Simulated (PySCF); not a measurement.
A set of runs on Cu(PH3)(SiH3) (`[SiH3][Cu]<-[PH3]`); the geometry of each is named by its level. Settings lines and outputs come from a driver script.

Cu(PH3)(SiH3) (singlet state).
Bonds: Cu1–P2, Cu1–Si6. Hydrogens: H3, H4, H5 on P2; H7, H8, H9 on Si6.

Step 1: PBE0-D3(BJ)/def2-SVP geometry optimisation, gas phase (PySCF 2.14.0) (from the GFN2-xTB geometry)
```json
{"job": {"xc": "PBE0", "basis": "def2-SVP", "d3": "d3bj", "grid": 1, "maxiter": 40, "kind": "geom"}, "charge": 0, "multiplicity": 1}
```
```
step   0  E = -2274.03135799  max force = 0.021405
step   1  E = -2274.03602842  max force = 0.005461
step   2  E = -2274.03636046  max force = 0.002651
step   3  E = -2274.03640187  max force = 0.000438
step   4  E = -2274.03640314  max force = 0.000085
optimisation converged
```

Final energy -2274.03640 Eh after 4 steps; dipole 7.53 D. Energies in Eh; «max force» is the largest Cartesian gradient component in Eh/bohr.

Hardware: one thread, Arm Neoverse N1, no GPU, shared host. Cost: 27 s wall.

Step 2: TDDFT CAM-B3LYP/def2-SVPD, vertical, gas phase, core orbitals frozen in the response (PySCF 2.14.0, density-fitted response routines) (on the PBE0-D3(BJ)/def2-SVP geometry)
```json
{"job": {"kind": "uv", "xc": "CAM-B3LYP", "basis": "def2-SVPD", "ip": false, "nstates": 15}, "charge": 0, "multiplicity": 1}
```
```
...
Static polarisability (au): isotropic 90.180, principal 74.239 74.251 122.048
Singlet excitations
state   eV       nm        f      main configurations
  1   4.3664    284.0   0.04727   H->L 0.94
  2   4.3733    283.5   0.04744   H->L+1 0.94
  3   5.1400    241.2   0.09471   H->L+2 0.80
  4   5.2497    236.2   0.00001   H-4->L 0.48, H-5->L+1 0.43
  5   5.2519    236.1   0.00003   H-5->L 0.48, H-4->L+1 0.44
  6   5.3485    231.8   0.00048   H-1->L 0.54, H-4->L+1 0.18, H-5->L 0.15
  7   5.3514    231.7   0.00022   H-1->L+1 0.56, H-5->L+1 0.17, H-4->L 0.16
  8   5.4290    228.4   0.00027   H-2->L 0.33, H-6->L 0.25, H-3->L 0.12
  9   5.4411    227.9   0.00373   H-2->L+1 0.20, H-3->L 0.17, H-7->L 0.15
 10   5.4469    227.6   0.00211   H-3->L+1 0.34, H-7->L+1 0.24, H-2->L+1 0.13
 11   5.4983    225.5   0.01631   H-4->L+1 0.25, H-1->L 0.24, H-5->L 0.24
 12   5.4989    225.5   0.01700   H-1->L+1 0.28, H-5->L+1 0.24, H-4->L 0.23
 13   6.0067    206.4   0.38609   H-2->L+1 0.18, H-3->L 0.17, H->L+2 0.15
 14   6.3211    196.1   0.06588   H->L+3 0.85
 15   6.3290    195.9   0.06656   H->L+4 0.85
Triplet excitations (Tamm-Dancoff, eV): 3.7319 3.7382 4.7483 5.0120
```

HOMO -7.31 eV, LUMO -0.12 eV; lowest singlet 4.37 eV; lowest triplet 3.73 eV (Tamm–Dancoff); mean polarisability 90.2 au.

The run took 25 s wall on an Arm Neoverse N1 with one thread, no GPU, on a shared host.

Step 3: delta-SCF UKS SCAN, pcX-2 on the ionised atom (unc-x2c-TZVPall on a metal), pcseg-1 elsewhere, spin-free X2C (PySCF 2.14.0) (on the PBE0-D3(BJ)/def2-SVP geometry)
```json
{"job": {"kind": "xps", "metal_2p": true}, "charge": 0, "multiplicity": 1}
```
```
...
ground state, core basis on atom 0 (Cu), 161 functions
  E(ground) = -2290.73381082 Eh
hole in Cu 2p of atom 0
  E(ion) = -2256.00879195 Eh   <S^2> = 0.7535   hole on atom = 1.000   binding energy = 944.916 eV
  2p3/2 = 937.998 eV   2p1/2 = 958.652 eV
ground state, core basis on atom 1 (P), 139 functions
  E(ground) = -2287.82954918 Eh
hole in P 1s of atom 1
  E(ion) = -2208.75434061 Eh   <S^2> = 0.7520   hole on atom = 1.000   binding energy = 2151.746 eV
hole in P 2p of atom 1
  E(ion) = -2282.74539551 Eh   <S^2> = 0.7538   hole on atom = 1.002   binding energy = 138.347 eV
  2p3/2 = 138.112 eV   2p1/2 = 139.002 eV
ground state, core basis on atom 5 (Si), 139 functions
  E(ground) = -2287.79542041 Eh
hole in Si 1s of atom 5
  E(ion) = -2220.00882377 Eh   <S^2> = 0.7525   hole on atom = 1.000   binding energy = 1844.567 eV
hole in Si 2p of atom 5
  E(ion) = -2283.93688497 Eh   <S^2> = 0.7525   hole on atom = 1.002   binding energy = 104.996 eV
  2p3/2 = 104.811 eV   2p1/2 = 105.435 eV
```

Cu2p of Cu1 944.88 eV (mean of the 2p shell); P1s of P2 2151.75 eV; P2p of P2 138.41 eV (mean of the 2p shell); Si1s of Si6 1844.57 eV; Si2p of Si6 105.02 eV (mean of the 2p shell). SCF cycles are left out; they run on a coarse grid, and E(ground) and E(ion) are re-evaluated on a finer one. For a 2p shell the printed binding energy is that of one 2p hole without spin–orbit coupling; the 2p3/2 and 2p1/2 values follow from a further step that adds the ground-state splitting of the three 2p orbitals and a mean-field spin–orbit operator, and the shell mean corrects the one hole to the average of the three. The log counts atoms from 0, this text from 1.

Hardware: one thread, Arm Neoverse N1, no GPU (shared host). Cost: 36 s of wall time.

Geometry of the electronic-property runs (PBE0-D3(BJ)/def2-SVP):
```
atom  x, y, z in Å
Cu1    0.0085    0.0200   -0.0080
P2     0.0010   -0.0089    2.2516
H3     0.8096   -0.9516    2.9396
H4    -1.2135   -0.2660    2.9407
H5     0.3916    1.1432    2.9838
Si6    0.0025    0.0172   -2.3055
H7     1.3201    0.3879   -2.9401
H8    -0.9827    0.9722   -2.9328
H9    -0.3371   -1.3140   -2.9293
```

